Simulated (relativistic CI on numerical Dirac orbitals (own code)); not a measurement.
# Bi⁶⁰⁺: q coefficients and field-shift factors

Method of calculation: Dirac-Coulomb-Breit CI, orbitals from a KLI potential per configuration, derivatives by finite differences, unscaled Slater integrals, QED left out (own radial code, finite nucleus).

Configurations in the expansion (outside the closed core [Ne]): 3s2 3p6 3d5, 3s2 3p5 3d6, 3s2 3p4 3d7, 3s 3p6 3d6, 3p6 3d7, 3s 3p5 3d7, 3s2 3p6 3d4 4s, 3s2 3p6 3d3 4s2. Levels of other configurations are missing.

With x = (α/α₀)² − 1 an excitation energy changes as ω = ω₀ + qx; K = 2q/ω₀ is the relative enhancement. Terms are leading LS components, so labels can repeat. The field-shift factor is F = δν/δ⟨r²⟩ for the transition from the lowest level.

Lowest level 3s2 3p6 3d5 2D_5/2.

| Level | ω₀ (cm⁻¹) | q (cm⁻¹) | K | F (GHz/fm²) |
| --- | --- | --- | --- | --- |
| 3s2 3p6 3d5 6S_5/2 | 868734 | 1.014e+06 | 2.33 | 41.4 |
| 3s2 3p6 3d5 4G_7/2 | 974992 | 996400 | 2.04 | 41.5 |
| 3s2 3p6 3d5 2H_11/2 | 984374 | 977000 | 1.99 | 42.3 |
| 3s2 3p6 3d5 4D_3/2 | 995199 | 1.011e+06 | 2.03 | 41.1 |
| 3s2 3p6 3d5 2G_9/2 | 1042590 | 995800 | 1.91 | 42.3 |
| 3s2 3p6 3d5 2D_5/2 | 1081421 | 1.01e+06 | 1.87 | 42.2 |
| 3s2 3p6 3d5 2F_7/2 | 1121930 | 1.003e+06 | 1.79 | 41.8 |
| 3s2 3p6 3d5 4P_1/2 | 1126371 | 1.042e+06 | 1.85 | 42.3 |
| 3s2 3p6 3d5 2D_3/2 | 1297459 | 1.051e+06 | 1.62 | 45.5 |
| 3s2 3p6 3d5 6S_5/2 | 1830684 | 2.014e+06 | 2.2 | 81.7 |
| 3s2 3p6 3d5 4D_7/2 | 1916865 | 2.012e+06 | 2.1 | 82 |
| 3s2 3p6 3d5 4G_11/2 | 1917343 | 1.991e+06 | 2.08 | 83.3 |
| 3s2 3p6 3d5 4G_9/2 | 1937046 | 1.999e+06 | 2.06 | 82.4 |

At this charge energies of transitions that change n are usually good to better than 1 %, and those within a shell (Δn = 0) to a few per cent.
